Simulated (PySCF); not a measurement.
PySCF input for C3H13NSi2, SMILES [SiH3]C(C)(NC)[SiH3], PBE-D3(BJ)/def2-SVP. Geometry: PBE-D3(BJ)/def2-SVP. The structure was generated by enumeration, and PubChem lists no compound with its InChIKey, so it may never have been made. Other conformers were not sampled.

```python
import numpy as np
from pyscf import gto, scf, dft, df
from pyscf.hessian import thermo

mol = gto.M(
    atom='''
    C     1.93729450    1.23664856   -0.80868948
    N     1.15381994    0.01068650   -0.82842304
    C     0.13372182   -0.16442784    0.21673939
    C     0.68483943   -0.36878631    1.64866862
    Si   -1.11857813    1.29350125    0.20858692
    Si   -0.85608612   -1.69656261   -0.37714606
    H     2.46894892    1.45438783    0.15228317
    H     2.70000448    1.19639109   -1.61216148
    H     1.28836777    2.11165607   -1.02875818
    H     1.78040163   -0.80476631   -0.83371448
    H     1.29384916    0.49870115    1.98094135
    H     1.33306070   -1.27148312    1.70003840
    H    -0.12761913   -0.50341979    2.39280034
    H    -1.51942579    1.65491185   -1.19426568
    H    -2.33987346    0.87069804    0.98222357
    H    -0.54858268    2.51164951    0.89063306
    H    -1.79603525   -2.19737570    0.68926605
    H    -1.64005848   -1.38465719   -1.62039761
    H     0.14038761   -2.78924634   -0.68041039
    ''',
    basis='def2-SVP',
    charge=0,
    spin=0,
    max_memory=1600,
    verbose=3,
)
mf = dft.RKS(mol, xc='pbe').density_fit(auxbasis='def2-universal-jkfit')
mf.disp = 'd3bj'
mf.grids.level = 3
mf.conv_tol = 1e-11
mf.max_cycle = 100
mf.kernel()

# [left out here: the lines that compute and print the analytic Hessian (its translational invariance restored by hand, since the grid's response is missing), thermochemistry and intensities]
```

Program output:

```
converged SCF energy = -755.000846356238

WARN: DFTD3 does not support analytical Hessian, using finite difference


WARN: Mole.unit (angstrom) is changed to Bohr

Mode                                 0                   1                   2
Irrep
Freq [cm^-1]                       97.7126            141.5341            158.9835
Reduced mass [au]                   1.9893              1.5045              2.1800
Force const [Dyne/A]                0.0112              0.0178              0.0325
Char temp [K]                     140.5867            203.6360            228.7418
Normal mode                   x     y     z       x     y     z       x     y     z
       0   C                -0.10  0.04 -0.10   -0.05  0.06  0.02    0.03 -0.07 -0.07
       1   N                 0.04 -0.05  0.06    0.03  0.01  0.01    0.01 -0.05  0.03
       2   C                -0.00 -0.02  0.03    0.03 -0.02  0.00    0.02  0.01  0.05
       3   C                -0.04 -0.02  0.04    0.04 -0.04 -0.00    0.01  0.08  0.06
       4  Si                 0.04  0.02  0.02    0.03 -0.03 -0.05   -0.04 -0.04  0.02
       5  Si                 0.01  0.00 -0.04   -0.04  0.01  0.03    0.01  0.05 -0.04
       6   H                -0.25  0.29 -0.07   -0.08  0.10  0.03    0.19 -0.09 -0.15
       7   H                 0.00 -0.05  0.01   -0.04  0.12  0.03   -0.10 -0.07 -0.20
       8   H                -0.17 -0.08 -0.36   -0.11  0.02  0.01    0.01 -0.05  0.05
       9   H                 0.12  0.01  0.20    0.07  0.05  0.01   -0.02 -0.06  0.03
      10   H                -0.00 -0.04  0.04    0.08 -0.06 -0.02   -0.01  0.10  0.03
      11   H                -0.09 -0.05  0.08   -0.00 -0.06 -0.00    0.02  0.08  0.12
      12   H                -0.06  0.04  0.03    0.04  0.00  0.01   -0.00  0.10  0.06
      13   H                 0.03  0.03  0.03    0.35  0.16 -0.09    0.06  0.02  0.01
      14   H                 0.04  0.04  0.03   -0.15 -0.13 -0.39   -0.08 -0.15 -0.11
      15   H                 0.09  0.00  0.01   -0.13 -0.12  0.26   -0.15 -0.05  0.14
      16   H                -0.09  0.01 -0.12    0.07 -0.01  0.13    0.07 -0.10 -0.06
      17   H                 0.12  0.03 -0.10   -0.20  0.10  0.15   -0.07  0.23  0.05
      18   H                 0.01 -0.02  0.05   -0.12 -0.00 -0.15   -0.00  0.10 -0.26
Mode                                 3                   4                   5
Irrep
Freq [cm^-1]                      172.2775            191.5527            205.7736
Reduced mass [au]                   1.8184              1.1178              1.4232
Force const [Dyne/A]                0.0318              0.0242              0.0355
Char temp [K]                     247.8690            275.6017            296.0624
Normal mode                   x     y     z       x     y     z       x     y     z
       0   C                 0.02  0.03  0.02   -0.01 -0.01  0.02   -0.06  0.02 -0.02
       1   N                 0.05  0.01  0.02   -0.03 -0.00  0.01   -0.04  0.01  0.04
       2   C                 0.05 -0.00  0.01   -0.02 -0.00  0.01   -0.00 -0.02  0.06
       3   C                 0.06 -0.02  0.01   -0.02  0.00  0.01    0.00 -0.06  0.05
       4  Si                -0.02 -0.07 -0.03    0.02  0.03 -0.01    0.04  0.01 -0.04
       5  Si                -0.05  0.06  0.00    0.02 -0.03 -0.01    0.01  0.00 -0.00
       6   H                -0.11  0.12  0.07   -0.13  0.04  0.07    0.22 -0.10 -0.14
       7   H                 0.12 -0.02  0.12    0.08 -0.08  0.12   -0.30  0.16 -0.25
       8   H                 0.02 -0.00 -0.14    0.03 -0.01 -0.12   -0.14  0.04  0.30
       9   H                 0.07  0.02  0.05   -0.04 -0.01 -0.01   -0.03  0.02 -0.04
      10   H                 0.03 -0.01  0.02    0.02 -0.02 -0.01   -0.15  0.00  0.17
      11   H                 0.09  0.00 -0.03   -0.06 -0.03  0.03    0.16  0.04 -0.04
      12   H                 0.07 -0.06  0.01   -0.02  0.05  0.02    0.01 -0.30  0.01
      13   H                -0.25 -0.33 -0.03   -0.08 -0.07 -0.01    0.03 -0.17 -0.09
      14   H                 0.13 -0.03  0.22    0.06  0.13  0.12    0.04  0.16  0.04
      15   H                -0.02  0.09 -0.32    0.11  0.07 -0.16    0.08  0.09 -0.22
      16   H                -0.06  0.11  0.02    0.37 -0.34  0.15   -0.02 -0.05 -0.05
      17   H                -0.06  0.15  0.03   -0.36  0.08  0.26    0.03  0.05 -0.01
      18   H                -0.15 -0.01 -0.06    0.09  0.16 -0.46    0.01  0.02 -0.03
Mode                                 6                   7                   8
Irrep
Freq [cm^-1]                      222.8810            240.0874            247.2654
Reduced mass [au]                   1.0965              2.0218              2.2983
Force const [Dyne/A]                0.0321              0.0687              0.0828
Char temp [K]                     320.6761            345.4323            355.7598
Normal mode                   x     y     z       x     y     z       x     y     z
[...]
       7   H                 0.00 -0.00  0.00   -0.00  0.00 -0.00   -0.13  0.01  0.16
       8   H                -0.00 -0.00 -0.00    0.00  0.00  0.00    0.14 -0.18  0.06
       9   H                -0.00 -0.00  0.00   -0.00 -0.00  0.00    0.00  0.00 -0.00
      10   H                 0.00 -0.00  0.00   -0.00  0.00  0.00    0.02  0.03  0.01
      11   H                -0.00 -0.00 -0.00   -0.00 -0.00 -0.00    0.01 -0.02  0.00
      12   H                 0.00 -0.00  0.00   -0.00  0.00 -0.00   -0.02 -0.00  0.01
      13   H                 0.19 -0.17  0.66   -0.17  0.15 -0.58   -0.00 -0.00 -0.00
      14   H                -0.16 -0.05  0.09    0.10  0.03 -0.05    0.00 -0.00 -0.00
      15   H                 0.03  0.08  0.03   -0.03 -0.07 -0.03   -0.00 -0.00 -0.00
      16   H                 0.04  0.02 -0.03    0.08  0.04 -0.08    0.00  0.00 -0.00
      17   H                -0.33  0.13 -0.53   -0.38  0.15 -0.60    0.00  0.00 -0.00
      18   H                -0.05  0.06  0.03   -0.03  0.03  0.02    0.00 -0.00 -0.00
Mode                                45                  46                  47
Irrep
Freq [cm^-1]                     2943.6691           2990.5948           3023.6966
Reduced mass [au]                   1.0371              1.0827              1.1019
Force const [Dyne/A]                5.2947              5.7054              5.9356
Char temp [K]                    4235.2844           4302.8001           4350.4261
Normal mode                   x     y     z       x     y     z       x     y     z
       0   C                 0.00  0.00  0.00    0.03 -0.05  0.06   -0.00  0.00 -0.00
       1   N                 0.00 -0.00 -0.00   -0.00  0.00 -0.00   -0.00  0.00  0.00
       2   C                 0.00 -0.00 -0.00    0.00  0.00 -0.00    0.00 -0.00 -0.00
       3   C                 0.03 -0.02  0.04    0.00 -0.00  0.00    0.02 -0.08 -0.03
       4  Si                -0.00  0.00  0.00   -0.00 -0.00  0.00   -0.00  0.00 -0.00
       5  Si                -0.00 -0.00  0.00    0.00  0.00  0.00    0.00  0.00  0.00
       6   H                -0.02 -0.01 -0.04   -0.12 -0.06 -0.24    0.01  0.00  0.02
       7   H                -0.01  0.00  0.01    0.28 -0.03 -0.28    0.00  0.00 -0.00
       8   H                 0.02 -0.02  0.01   -0.49  0.64 -0.15    0.00 -0.01  0.00
       9   H                -0.00  0.00  0.00    0.01 -0.01  0.00   -0.00  0.00  0.00
      10   H                -0.28 -0.42 -0.14    0.00  0.00  0.00    0.36  0.50  0.18
      11   H                -0.40  0.56 -0.02   -0.01  0.01 -0.00   -0.38  0.52 -0.03
      12   H                 0.35  0.05 -0.30    0.01  0.00 -0.01   -0.18 -0.05  0.16
      13   H                 0.00 -0.00  0.00    0.00  0.00 -0.00    0.00  0.00  0.00
      14   H                 0.00 -0.00 -0.00   -0.00  0.00  0.00    0.00  0.00  0.00
      15   H                 0.00 -0.00 -0.00    0.00  0.00 -0.00   -0.00  0.00  0.00
      16   H                 0.00  0.00 -0.00   -0.00 -0.00  0.00   -0.00  0.00  0.00
      17   H                 0.00  0.00  0.00   -0.00  0.00 -0.00   -0.00  0.00 -0.00
      18   H                -0.00  0.00  0.00   -0.00  0.00 -0.00   -0.00  0.00  0.00
Mode                                48                  49                  50
Irrep
Freq [cm^-1]                     3044.6126           3050.5222           3410.3274
Reduced mass [au]                   1.1019              1.1009              1.0743
Force const [Dyne/A]                6.0181              6.0357              7.3616
Char temp [K]                    4380.5196           4389.0222           4906.7018
Normal mode                   x     y     z       x     y     z       x     y     z
       0   C                -0.00  0.00  0.00    0.07 -0.03 -0.05   -0.00  0.00 -0.00
       1   N                -0.00  0.00  0.00   -0.00  0.00 -0.00   -0.04  0.06  0.00
       2   C                 0.00  0.00  0.00   -0.00  0.00  0.00   -0.00  0.00 -0.00
       3   C                 0.08  0.03 -0.03    0.00 -0.00 -0.00    0.00 -0.00 -0.00
       4  Si                 0.00  0.00 -0.00   -0.00 -0.00  0.00    0.00 -0.00 -0.00
       5  Si                 0.00 -0.00 -0.00   -0.00 -0.00 -0.00   -0.00 -0.00  0.00
       6   H                -0.00 -0.00 -0.00    0.05  0.00  0.06   -0.00 -0.00  0.00
       7   H                 0.01 -0.00 -0.02   -0.58  0.04  0.62    0.01  0.00 -0.00
       8   H                 0.00 -0.00  0.00   -0.25  0.33 -0.10    0.01 -0.01  0.00
       9   H                 0.00 -0.00  0.00    0.01 -0.01  0.00    0.58 -0.77 -0.02
      10   H                -0.25 -0.38 -0.14   -0.00 -0.01 -0.00    0.00  0.00  0.00
      11   H                -0.08  0.15 -0.01   -0.01  0.01 -0.00   -0.00  0.00  0.00
      12   H                -0.59 -0.09  0.54   -0.01 -0.00  0.01    0.00 -0.00 -0.00
      13   H                -0.00 -0.00  0.00    0.00  0.00  0.00   -0.00  0.00 -0.00
      14   H                -0.00 -0.00  0.00    0.00  0.00  0.00   -0.00  0.00  0.00
      15   H                -0.00 -0.00 -0.00    0.00  0.00 -0.00   -0.00  0.00  0.00
      16   H                -0.00 -0.00  0.00   -0.00  0.00  0.00    0.00 -0.00 -0.00
      17   H                -0.00 -0.00  0.00    0.00  0.00  0.00    0.00  0.00 -0.00
      18   H                -0.00  0.00  0.00   -0.00  0.00  0.00   -0.00 -0.00 -0.00
temperature 298.1500 [K]
pressure 101325.00 [Pa]
Rotational constants [GHz] 2.32925 1.78967 1.44584
Symmetry number 1
Zero-point energy (ZPE) 0.14521 [Eh]   381242.080 [J/mol]
                           tot       elec      trans        rot        vib
Entropy [J/mol/K]       403.308      0.000    168.382    118.695    116.231
Cv [J/mol/K]            161.713      0.000     12.472     12.472    136.770
Cp [J/mol/K]            170.028      0.000     20.786     12.472    136.770
Internal energy [J/mol]                      3718.434   3718.434 401262.845
Internal energy [Eh]   -754.84518  -755.00085
Enthalpy [J/mol]                             6197.391   3718.434 401262.845
Enthalpy [Eh]          -754.84424
Gibbs free energy [J/mol]                  -44005.832 -31670.386 366608.566
Gibbs free energy [Eh] -754.89004
mode   freq/cm-1   IR/(km/mol)
   1       97.71         2.339
   2      141.53         0.126
   3      158.98         0.498
   4      172.28         0.358
   5      191.55         0.081
   6      205.77         0.313
   7      222.88         0.205
   8      240.09         0.193
   9      247.27         0.386
  10      343.15         6.862
  11      372.52         7.848
  12      516.79         3.973
  13      541.09         2.330
  14      590.65         5.023
  15      626.46        71.588
  16      656.51        30.143
  17      681.21        25.912
  18      793.59        60.666
  19      862.69       251.845
  20      878.31        11.377
  21      895.51       142.589
  22      903.41        51.378
  23      906.47        35.653
  24      913.33        20.297
  25      919.05        47.334
  26     1010.18         1.746
  27     1039.79         4.393
  28     1067.62         0.994
  29     1110.79         3.234
  30     1152.35        30.219
  31     1166.67        17.124
  32     1326.84         3.146
  33     1386.52         0.895
  34     1398.30        12.908
  35     1413.26         0.744
  36     1414.85         6.563
  37     1421.13         5.112
  38     1451.25        13.876
  39     2136.50       145.763
  40     2146.61        53.784
  41     2152.98        28.017
  42     2161.03       150.382
  43     2176.30         8.819
  44     2182.85       153.763
  45     2880.65        79.061
  46     2943.67        27.314
  47     2990.59        26.337
  48     3023.70        15.322
  49     3044.61        12.419
  50     3050.52        20.177
  51     3410.33         0.883
max |gradient| / (hartree/bohr): 5.9268740305076534e-05
APT charges: [ 0.3024 -0.5128 -0.1487 -0.0384  0.9008  0.9355 -0.0861 -0.0174 -0.011
  0.0919 -0.0104 -0.0222  0.0075 -0.2186 -0.2175 -0.2443 -0.2435 -0.2193
 -0.248 ]
```

Self-consistency was reached.
